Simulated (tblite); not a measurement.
Isomers of C7H7NO. Computed values, GFN2-xTB/tblite, gas phase, harmonic and unscaled. This tight-binding method is rough: wavenumbers can miss measured ones by several per cent, in bad cases by 10 to 20. One conformer each.

Electronic energies: GFN2-xTB at the same geometries; isomer energies are rough at this level and their order can be wrong.

| SMILES | electronic energy, lowest = 0 (kJ/mol) |
| --- | --- |
| C=Cc1cnccc1O | 31.1 |
| CC(=O)c1ccncc1 | 3.6 |
| CC(=O)c1cccnc1 | 0.0 |
| N#C/C=C\C=C=CCO | 285.5 |

How do GFN2-xTB zero-point energies change the relative energies?

```csv
SMILES,ZPE (kJ/mol),of it from modes above 1550 cm⁻¹,electronic (kJ/mol),"with ZPE, lowest = 0 (kJ/mol)",lowest mode (cm⁻¹),rings
CC(=O)c1cccnc1,320.1,157.3,0.0,0.0,15,1
CC(=O)c1ccncc1,320.1,157.4,3.6,3.7,12,1
C=Cc1cnccc1O,319.0,160.3,31.1,30.0,91,1
N#C/C=C\C=C=CCO,310.9,163.7,285.5,276.3,60,0
```

The zero-point energies span 9.2 kJ/mol, from `N#C/C=C\C=C=CCO` to `CC(=O)c1ccncc1`. The order is unchanged.
